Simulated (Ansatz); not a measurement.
Ge₃H. Total charge 0; doublet. Geometry PBE0-D4/def2-SVP.

Cartesian coordinates in Å:
```
Ge 1.4180 1.2469 -0.0590
Ge 0.1098 -0.5750 -0.3929
Ge -0.8061 1.1721 1.1261
H -0.7217 -1.8440 -0.6742
```

Another isomer (doublet) lies 0.25 eV lower at PBE0-D4/def2-TZVP; other spin states weren't run for this one.

Estimate the α-spin orbital energies around the gap (eV) in Ansatz with PBE-D4/def2-TZVP, r2SCAN-D4/def2-TZVP, PBE0-D4/def2-TZVP, ωB97M-V/def2-TZVP.


| orbital | PBE-D4/def2-TZVP | r2SCAN-D4/def2-TZVP | PBE0-D4/def2-TZVP | ωB97M-V/def2-TZVP |
| --- | --- | --- | --- | --- |
| HOMO−9 | -29.52 | -30.31 | -33.45 | -35.96 |
| HOMO−8 | -29.47 | -30.27 | -33.39 | -35.90 |
| HOMO−7 | -29.46 | -30.25 | -33.38 | -35.89 |
| HOMO−6 | -14.81 | -15.48 | -16.69 | -19.42 |
| HOMO−5 | -11.59 | -12.11 | -13.10 | -15.54 |
| HOMO−4 | -10.47 | -10.91 | -11.84 | -14.34 |
| HOMO−3 | -7.47 | -7.82 | -8.54 | -10.51 |
| HOMO−2 | -5.81 | -6.06 | -6.58 | -8.32 |
| HOMO−1 | -5.39 | -5.64 | -6.28 | -8.08 |
| HOMO | -5.05 | -5.43 | -5.97 | -7.65 |
| LUMO | -2.86 | -2.84 | -2.17 | -0.32 |
| LUMO+1 | -2.56 | -2.51 | -1.84 | 0.00 |
| LUMO+2 | -1.84 | -1.72 | -1.07 | 0.78 |
| LUMO+3 | -0.60 | -0.47 | 0.08 | 1.82 |
| LUMO+4 | -0.28 | 0.02 | 0.43 | 2.07 |
| LUMO+5 | 2.22 | 2.67 | 2.93 | 4.60 |
| β HOMO | -5.16 | -5.40 | -5.98 | -7.76 |
| β LUMO | -4.26 | -4.11 | -3.53 | -1.77 |
